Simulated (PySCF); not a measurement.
## WSI₂, triplet: computed properties

These are results of UPBE0/[W def2-SVP with ECP60, S def2-SVP, I def2-SVP with ECP28], scalar-relativistic core potentials, density fitting, no spin–orbit coupling, PySCF, not measurements.

The structure is a minimum.

```xyz
4
charge 0 multiplicity 3, angstrom
W     0.0000    0.0000    0.5134
S     0.0000    0.0000    2.6158
I     2.3184    0.0000   -0.7004
I    -2.3184    0.0000   -0.7004
```

| Property | Result |
| --- | --- |
| Point group | C2v |
| Bond lengths | W–I 2.617 Å (×2), W–S 2.102 Å |
| Bond angles | I–W–I 124.7°, I–W–S 117.6° (×2) |
| Atomisation energy without zero-point energy | 1151 kJ/mol |
| Spin squared ⟨S²⟩ | 2.055 |
| Enthalpy at 298.15 K above 0 K | 19.55 kJ/mol |
| Heat capacity Cp at 298.15 K | 77.8 J/(mol K) |
| Entropy at 298.15 K and 1 bar (electronic part: spin only) | 396.8 J/(mol K) |
| Rotational constants | 0.04303, 0.01236, 0.0096 cm⁻¹ |
| Dipole moment | 0.32 D |
| Principal polarisabilities | 69.4, 124.2, 160.4 bohr³ |
| Zero-point energy | 7.1 kJ/mol |
| Highest occupied level (α) | -6.61 eV |
| Rotational symmetry number | 2 |
| Principal quadrupole moments (Buckingham, traceless) about the centre of mass | -1.18, 0.13, 1.05 D Å |
| Lowest empty level (α) | -3.67 eV |

Harmonic modes (masses in u: W 183.951, S 31.972, I 126.904):
```tsv
symmetry	ω (cm⁻¹)	IR (km/mol)	μ (u)	type
a1	51	0.1	118.16	bend
b1	57	1.2	64.76	bend
b2	93	0.0	37.89	bend
a1	189	3.8	121.36	stretch
b2	235	40.8	146.22	stretch
a1	566	42.1	36.69	stretch
```

In C2v the vibrations span 3a1 + b1 + 2b2. Here b1 is antisymmetric to the molecular plane and b2 lies in it.

Charges (e):
```csv
atom,Mulliken,Löwdin,polar tensor,spin (Mulliken),Mayer order to W1
W1,0.45,-0.69,1.26,2.27,–
S2,-0.10,0.31,-0.43,-0.29,2.31
"I3,4",-0.17,0.19,-0.42,0.01,1.18
```

Mulliken populations on W1 (electrons outside its core potential): s 2.70, p 6.28, d 4.52, f 0.05.

Outer orbital energies (eV). α occupied: -9.48, -9.36, -8.78, -8.51, -8.43, -7.87, -7.86, -6.61; empty: -3.67, -2.99, -2.76, 0.08. β occupied: -10.05, -9.98, -9.31, -8.86, -8.50, -8.48, -8.31, -7.94; empty: -3.10, -2.83, -2.78, -2.45.

Formally W is in oxidation state +4, d2, with 2 unpaired electrons (the high-spin count). The Mulliken spin on W is 2.27. The polar-tensor charge on W, 1.26, is far below the formal one.

Only a few start shapes were tried, so a lower isomer may exist. Open d and f shells are described by one determinant, and the ground state may have another occupation or spin. Spin–orbit coupling, left out here, can matter for elements this heavy.

The final relaxation and frequency run took of the order of 7 core-minutes on a shared host.
